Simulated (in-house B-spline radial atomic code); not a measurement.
# RPA and G0W0 on LC-wPBE: Hg⁺

Configuration [Xe] 4f14 5d10 6s1, highest spin, mean-field start LC-wPBE. Computed with a B-spline radial code for spherical atoms: all electrons, scalar-relativistic (spin-free one-electron X2C), finite nucleus, each spin shell either full or empty, empty states to l = 9 with an (l + 1/2)⁻⁴ tail; G0W0 by contour deformation at full frequency.

Without the two-electron picture change, the correlation of inner shells comes somewhat too large for so heavy an element.

RPA overbinds a lone outer s electron by self-correlation, and G0W0 tends to as well.

Command:
```bash
python run_gw.py task.json out
```
Settings (radii: box in bohr, nucleus in fm):
```
Z                        80
electrons                79
configuration            [Xe] 4f14 5d10 6s1
hamiltonian              x2c
method                   lc_wpbe
lmax                     9
rms_radius               5.4648
spin_polarised           True
box_radius               23.78
intervals                70
ion_configuration        [Xe] 4f14 5d10
```

Cost of the run: 26 s on 1 thread of Arm Neoverse N1, on a shared host.

Energies (hartree):

| term | value |
| --- | --- |
| mean-field total | -19625.39764 |
| Hartree-Fock functional on these orbitals | -19619.76841 |
| direct second order | -7.9801 |
| second-order exchange | 1.973 |
| SOSEX correction | 1.8568 |

Question: What is the RPA correlation energy, and what remains with SOSEX?

Answer: RPA gives -7.0016 hartree (-2.41 eV per electron); RPA + SOSEX gives -5.1448, and the second-order doubles -6.0071 hartree (no singles). RPA lacks exchange-type terms and so overcorrelates at short range.

Quasi-particle levels (eV):

```json
{"level": "6s up", "occupied": "yes", "mean field": "-18.217", "Σx - vxc": "0.60", "Σc": "?", "QP weight": "?", "G0W0": "?"}
{"level": "5d down", "occupied": "yes", "mean field": "-23.202", "Σx - vxc": "-2.07", "Σc": "-0.02", "QP weight": "0.930", "G0W0": "-25.291"}
{"level": "5d up", "occupied": "yes", "mean field": "-23.503", "Σx - vxc": "-2.18", "Σc": "0.06", "QP weight": "0.926", "G0W0": "-25.627"}
{"level": "6s down", "occupied": "no", "mean field": "-9.946", "Σx - vxc": "1.88", "Σc": "-2.28", "QP weight": "0.958", "G0W0": "-10.346"}
```

G0W0 = mean field + (Σx - vxc) + Σc, with Σc (partial-wave tail included) taken at the quasi-particle energy. Only the outer levels were computed. Levels of low weight are left out.

Question: Where does G0W0 put 6s up?

Answer: At -19.254 eV, with Σc = -1.63 eV and a quasi-particle weight of 0.960. The tabulated removal energy is 18.757 eV (NIST, measured); the calculation leaves out spin-orbit coupling, Breit and QED terms, and what these don't explain is the method's own error.

Question: What does it cost to remove one electron (to [Xe] 4f14 5d10) by differences of total energies, each species on its own start (correlation terms add to the Hartree-Fock functional)?

Answer: LC-wPBE 18.535 eV, Hartree-Fock functional 17.072 eV, + RPA 18.937 eV, + RPA + SOSEX 18.388 eV, + second order 19.414 eV. Tabulated: 18.757 eV (NIST, measured); the calculation leaves out spin-orbit coupling, Breit and QED terms, and what these don't explain is the method's own error.
